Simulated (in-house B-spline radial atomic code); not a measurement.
# How G0W0 and RPA depend on the start: neutral strontium

Configuration [Kr] 5s2. Computed with an all-electron radial atomic-structure program (B-spline basis): all electrons, non-relativistic, point nucleus, each spin shell either full or empty, empty states to l = 9 with an (l + 1/2)⁻⁴ tail; G0W0 by contour deformation at full frequency.

Without relativity these are model numbers: it shifts the levels of so heavy an element strongly and can reorder them.

```tsv
start	mean-field 5s (eV)	G0W0 (eV)	QP weight	RPA correlation (Eh)
Hartree-Fock	-4.856	-5.720	0.933	-2.4837
LDA VWN5	-3.586	-5.681	0.763	-2.7563
PBE	-3.479	-5.661	0.739	-2.7506
PBE0	-3.994	-5.759	0.853	-2.6723
r2SCAN	-3.530	?	?	?
HSE06	-3.664	-5.708	0.793	-2.6854
B3LYP (VWN-RPA)	-3.876	?	?	?
SCAN	-3.540	-5.779	0.824	-2.7027
TPSS	-3.482	-5.693	0.751	-2.7342
BHandHLYP	-4.349	-5.731	0.893	-2.6056
CAM-B3LYP	-4.753	-5.731	0.911	-2.6462
LC-wPBE	-5.500	-5.741	0.938	-2.6339
wB97X	-5.485	-5.718	0.937	-2.624
PBEsol	-3.487	-5.675	0.748	-2.7524
BLYP	-3.323	-5.567	0.695	-2.7528
r2SCAN0	-4.015	-5.787	0.870	-2.6434
```

What G0W0 level, weight and RPA correlation energy follow from the B3LYP (VWN-RPA) start?

G0W0 level -5.716 eV, weight 0.832, RPA correlation -2.6895 hartree.

What G0W0 level, weight and RPA correlation energy follow from the r2SCAN start?

G0W0 level -5.778 eV, weight 0.820, RPA correlation -2.7043 hartree.

How much of the dependence on the start does G0W0 remove?

The mean-field levels span 2.18 eV and the G0W0 levels 0.22 eV. Against 5.695 eV (NIST, measured) the G0W0 removal energies are off by -0.13 to +0.09 eV, with relativity, Breit and QED terms left out.
